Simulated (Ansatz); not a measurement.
GeTe, closed-shell singlet (the spin of the measured ground state), most abundant isotopes (73.9212 and 129.9062 u). Constants from fifth-degree fits in 1/R to seven points on the lowest solution found; no spin–orbit coupling, no relativity up to Kr; ω_e x_e and α_e move by some per cent with the fit.

Correlated levels freeze the inner cores; with def2 sets outer-core shells near the valence are correlated too. CBS(a, b) extrapolates the correlation energy as X⁻³ and adds the Hartree–Fock energy of set b.

Programs: Ansatz (a program for electronic structure) with Gaussian orbitals. Each number belongs to the level named beside it. In def2 rows elements past Kr take small-core potentials, without spin–orbit coupling.

```tsv
level	r_e (Å)	ω_e (cm⁻¹)	ω_e x_e (cm⁻¹)	α_e (cm⁻¹)
PBE/def2-TZVPP	2.3679	314.6	0.555	0.000161
CCSD(T)/CBS(def2-TZVPP, def2-QZVPP)	2.3331	330.4	0.595	0.000165
```

D_e from total energies of the atoms and the molecule: 4.73 eV at PBE/def2-TZVPP; 4.67 eV at CCSD(T)/CBS(def2-TZVPP, def2-QZVPP).

Q: Derive the rotational constants, the centrifugal constant, the fundamental, the zero-point energy and the force constant, and test the Morse rule for the well depth.

A: 
μ = 47.11251 u.
- PBE/def2-TZVPP: B_e = 16.8576/(μ r_e²) = 0.063814 cm⁻¹; B₀ = B_e − α_e/2 = 0.063734 cm⁻¹; D = 4B_e³/ω_e² = 1.05e-08 cm⁻¹; fundamental ω_e − 2ω_e x_e = 314 cm⁻¹; zero-point energy ω_e/2 − ω_e x_e/4 = 157 cm⁻¹; k = μ(2πcω_e)² = 275 N/m; the line J = 1 ← 0 at 2B₀ = 3.821 GHz; a Morse well would hold ω_e²/(4ω_e x_e) = 5.53 eV against the computed D_e of 4.73 eV
- CCSD(T)/CBS(def2-TZVPP, def2-QZVPP): B_e = 16.8576/(μ r_e²) = 0.065736 cm⁻¹; B₀ = B_e − α_e/2 = 0.065653 cm⁻¹; D = 4B_e³/ω_e² = 1.04e-08 cm⁻¹; fundamental ω_e − 2ω_e x_e = 329 cm⁻¹; zero-point energy ω_e/2 − ω_e x_e/4 = 165 cm⁻¹; k = μ(2πcω_e)² = 303 N/m; the line J = 1 ← 0 at 2B₀ = 3.936 GHz; a Morse well would hold ω_e²/(4ω_e x_e) = 5.68 eV against the computed D_e of 4.67 eV

Doubts at one or more of the structures used: a restricted determinant that unrestricted orbitals would lower (CCSD(T)/CBS(def2-TZVPP, def2-QZVPP)).

Measured for the ground state: r_e 2.3402 Å [microwave values compiled in ACS Omega 2, 8373 (2017)]; ω_e 323.9 cm⁻¹ [Huber and Herzberg (1979), NIST Chemistry WebBook].
